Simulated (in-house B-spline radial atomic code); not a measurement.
TDHF excitations of Se6+

Method: TDHF. Computed with an all-electron radial atomic-structure program (B-spline basis): linear response of the closed shell [Ar] 3d10 with bare exchange (time-dependent Hartree-Fock); scalar-relativistic (spin-free one-electron X2C), finite nucleus, no spin-orbit coupling, no double excitations, S, P, D and F terms only. Only terms of natural parity with L up to 3 were computed.

Command:
```bash
python run_td.py task.json out
```
Settings (radii: box in bohr, nucleus in fm):
```
Z                        34
electrons                28
configuration            [Ar] 3d10
hamiltonian              x2c
method                   hf
box_radius               14.35
rms_radius               4.14
intervals                70
```

Time taken, with all properties: 0.8 s on 1 thread of Intel(R) Xeon(R) 6975P-C (Granite Rapids) (shared host).

The lowest states, in the order of their Tamm-Dancoff energies; the method's threshold (minus the highest occupied level) is 157.49 eV. Labels give the largest channel, * marks a mixed state, and oscillator strengths are full-response dipole values. Energies in eV:

```tsv
state	full response	Tamm-Dancoff	oscillator strength
3d → 4s 3D	?	?	-
3d → 4s 1D	57.32	57.33	-
3d → 4p 3P	71.07	71.14	-
3d → 4p 3F	71.94	71.98	-
3d → 4p 1F	72.64	72.66	-
3d → 4p 1P	73.51	73.60	0.598
3d → 4d 3S	?	?	-
3d → 4d 3D	95.57	95.62	-
3d → 4d 1D	96.51	96.53	-
3d → 4d 1S	102.26	103.03	-
```

Q: Where does 3d → 4d 3S lie?

A: At 93.52 eV in full response, 93.64 eV in Tamm-Dancoff.

Q: Where does 3d → 4s 3D lie?

A: At 56.32 eV in full response, 56.37 eV in Tamm-Dancoff.

Q: How large is the singlet-triplet splitting of 3d → 4s (D terms) in Tamm-Dancoff?

A: 0.965 eV, from the unrounded values.

Q: What polarisabilities and dispersion coefficient does the method give?

A: Dipole 0.3603 bohr³, quadrupole 0.3271 bohr⁵, C6 0.5229 hartree·bohr⁶ for two such species.
